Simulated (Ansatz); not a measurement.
Two isomers of CH8O2Si2: A = `OC([SiH3])O[SiH3]`, B = `O[SiH2]C[SiH2]O`.

Computed with Ansatz on PBE0-D4/def2-TZVP structures; ΔE is electronic, products minus reactants. CCSD(T)/CBS adds triple-zeta CCSD(T) − MP2 to the extrapolated MP2 energy (def2 sets, frozen cores). Functionals use def2-TZVPP. B3LYP here is the variant with VWN-RPA as its local correlation; programs differ in this. Each species was taken in one conformer, which may not be the lowest.

A:

Z-matrix (Å, degrees):
```
C
Si 1 1.910
O 1 1.409 2 107.5
O 1 1.405 2 112.5 3 123.5
H 1 1.098 2 111.3 3 -120.0
H 2 1.486 1 109.4 3 172.3
H 2 1.484 1 111.0 3 50.7
H 2 1.489 1 106.7 3 -69.5
Si 3 1.658 1 121.7 2 176.8
H 4 0.963 1 108.7 2 -52.6
H 9 1.485 3 112.2 1 -79.2
H 9 1.482 3 105.5 1 161.9
H 9 1.488 3 109.8 1 42.5
```

B:

Z-matrix (Å, degrees):
```
Si
C 1 1.875
O 1 1.643 2 110.3
H 1 1.484 2 111.3 3 118.3
H 1 1.492 2 107.8 3 -122.7
Si 2 1.853 1 113.2 3 58.9
H 2 1.096 1 109.1 3 179.8
H 2 1.095 1 108.8 3 -63.2
H 3 0.965 1 113.1 2 -40.7
O 6 1.666 2 105.6 1 -43.1
H 6 1.489 2 113.0 1 -162.7
H 6 1.489 2 110.9 1 75.8
H 10 0.958 6 117.9 2 -178.4
```

Task: Which is lower in electronic energy at CCSD(T)/CBS, and by how much? (Estimate.)

Result: Computed: B, by 69.4 kcal/mol.

Task: Give E(B) − E(A) in kcal/mol with B3LYP, PBE0-D4, PBE-D4, CCSD(T)/def2-TZVPP, MP2/def2-TZVPP, B2PLYP, B3LYP-D4. (Estimate.)

Result: Computed: B3LYP -64.7, PBE0-D4 -66.7, PBE-D4 -64.0, CCSD(T)/def2-TZVPP -67.5, MP2/def2-TZVPP -71.6, B2PLYP -67.2, B3LYP-D4 -65.5. None reverses the order clearly.

Largest T1 diagnostic: 0.013.

The D4 term adds −0.8 kcal/mol with B3LYP and −0.4 kcal/mol with PBE0; it sums over pairs of atoms, weighted by their polarisabilities, and B3LYP, whose exchange is more repulsive, gets the larger term. In def2-TZVPP, CCSD(T) changes the Hartree–Fock value by −1.8 kcal/mol (the triples alone add +0.3 kcal/mol) and MP2 by −5.9 kcal/mol.
